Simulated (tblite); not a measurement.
Species: C8H12NP.
InChI=1S/C8H12NP/c1-7-5-4-6-10-8(7)9(2)3/h4-6H,1-3H3

All values are computed: GFN2-xTB (tblite) harmonic vibrations without scaling, gas phase. Errors from tens to a few hundred cm⁻¹ against measured bands are possible.

Harmonic wavenumbers (cm⁻¹): 70.7, 91.5, 154.5, 187.5, 204.5, 234.9, 240.8, 272.2, 303.3, 366.0, 387.8, 431.2, 446.0, 455.3, 499.1, 610.8, 644.1, 740.0, 753.3, 854.4, 865.7, 915.8, 950.7, 976.2, 1024.9, 1036.0, 1052.4, 1077.9, 1106.4, 1130.7, 1142.3, 1206.6, 1212.6, 1251.4, 1312.3, 1348.6, 1387.6, 1398.9, 1409.2, 1425.1, 1468.9, 1477.8, 1479.3, 1485.7, 1493.5, 1502.4, 1526.1, 1543.8, 2865.9, 2872.6, 2984.4, 2990.1, 2995.3, 3009.7, 3025.2, 3034.6, 3047.6, 3052.2, 3064.3, 3067.9.

A = 1692, B = 1093, C = 721.6 MHz; mass 153.071 u (most abundant isotopes); point group C1, symmetry number 1.

Task: Zero-point energy?

Result: Half the sum of the wavenumbers: 39583 cm⁻¹ = 113.17 kcal/mol.

Task: Entropy at 500 K, 1 bar (ideal gas, RRHO, classical rotation)?

Result: Translation 43.58, rotation 31.41, vibration 52.65: S = 127.6 cal/(mol K).

Task: And Cp and H(500 K) − H(0)?

Result: Cp = 64.34 cal/(mol K), of which vibrations give 56.39 (their classical limit is 60 R = 119.2); H(500 K) − H(0) = 18.25 kcal/mol without the zero-point energy, 14.28 from vibrations.

Task: What must be added to the electronic energy to get the Gibbs energy at 500 K and 1 bar?

Result: ZPE + [H(500 K) − H(0)] − T·S = 113.17 + 18.25 − 63.82 = 67.60 kcal/mol.

Task: Which modes carry the vibrational entropy at 500 K?

Result: 70.7 cm⁻¹: 5.15; 91.5 cm⁻¹: 4.64; 154.5 cm⁻¹: 3.61; 187.5 cm⁻¹: 3.24; 204.5 cm⁻¹: 3.07; 234.9 cm⁻¹: 2.80 cal/(mol K); the other 54 give 30.12 together.

Hindered rotation and anharmonicity are outside this model. The structure is chiral; the term R ln 2 for an equal mix with its mirror image is left out.

Shape of the structure used: `[CH3:1][c:2]1[cH:3][cH:4][cH:5][p:6][c:7]1[N:8]([CH3:9])[CH3:10]`: P6–C7–N8–C9 -112°.
